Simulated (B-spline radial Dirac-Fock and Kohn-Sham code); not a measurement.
Ti⁴⁺ 1s: cross section and angular parameters

System: Ti⁴⁺, 1s2 2s2 2p6 3s2 3p6; threshold 4998.7 eV (orbital energy of the model). Level of theory: Dirac-Hartree-Slater photoionisation with a Latter tail; cross sections with all multipoles, angular parameters from the dipole term and its interference with E2; a radial B-spline solver.

For linearly polarised light dσ/dΩ = σ/(4π) [1 + β P₂(cos θ) + (δ + γ cos²θ) sin θ cos φ], with θ from the polarisation vector and φ the angle between the beam and the projection of the electron momentum on the plane normal to the polarisation.

| hν (eV) | σ (kb) | β | γ |
| --- | --- | --- | --- |
| 5414.7 | 39.4 | 2.000 | 0.094 |
| 7220 | 18.7 | 2.000 | 0.815 |
| 7740 | ? | ? | ? |
| 8220 | 13.3 | 2.000 | 1.064 |
| 8920 | 10.7 | 2.000 | 1.214 |
| 9140 | 9.98 | 2.000 | 1.258 |
| 9251.7 | 9.66 | 2.000 | 1.280 |
| 12000 | 4.73 | 1.999 | 1.744 |
| 15000 | 2.52 | 1.999 | 2.153 |

Q: Give the values at 7740 eV.

A: σ = 15.6 kb, β = 2.000, γ = 0.951. For an s subshell δ is negligible.

Values without a named source are computed, but for edge energies of neutral atoms, which are taken from tables.
